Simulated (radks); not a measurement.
The numbers below are computed, except where a source is named.
Species: P I. Configuration: [He] 2s2 2p5.75 3s2 3p3 4s0.25 (fractional occupations, a model configuration).

Code: a radial shooting solver on a logarithmic mesh with Libxc functionals. Model: Dirac Kohn-Sham, PBEsol, spin-unpolarised, spherical densities, finite nucleus; open shells fill j = l - 1/2 first; Fermi nuclear charge, rms radius 3.1889 fm.

Energy parts (eV):
part                      energy
total                  -9256.014
kinetic                 9288.481
electron-nucleus      -22037.245
Hartree                 4094.807
exchange-correlation    -602.057

Orbitals (lengths in bohr, moments of r in powers of bohr; <r^-3> diverges for s and p1/2; r(max) is where P^2 peaks; r(90%) holds 90 % of the orbital's charge):
orbital,occ.,eigenvalue (eV),r(max),<r>,r(90%),<r^-3>
1s1/2,2,-2089.404,0.06772,0.1037,0.185,-
2s1/2,2,-179.8963,0.4180,0.5172,0.812,-
2p1/2,2,-131.6093,0.3512,0.4794,0.801,-
2p3/2,3.75,-130.6774,0.3528,0.4816,0.804,63.86
3s1/2,2,-15.7668,1.540,1.844,2.80,-
3p1/2,2,-7.0032,1.763,2.239,3.53,-
3p3/2,1,-6.9425,1.769,2.248,3.54,4.199
4s1/2,0.25,-0.9083,6.265,7.792,12.0,-

The highest occupied level is 4s1/2 at -0.908 eV. Summed over all electrons, <r^2> = 46.03 bohr^2, which gives a Langevin (diamagnetic) susceptibility term of -36.5 x 10^-6 cm^3/mol. The density falls to 0.001 e/bohr^3 at r = 4.19 bohr.
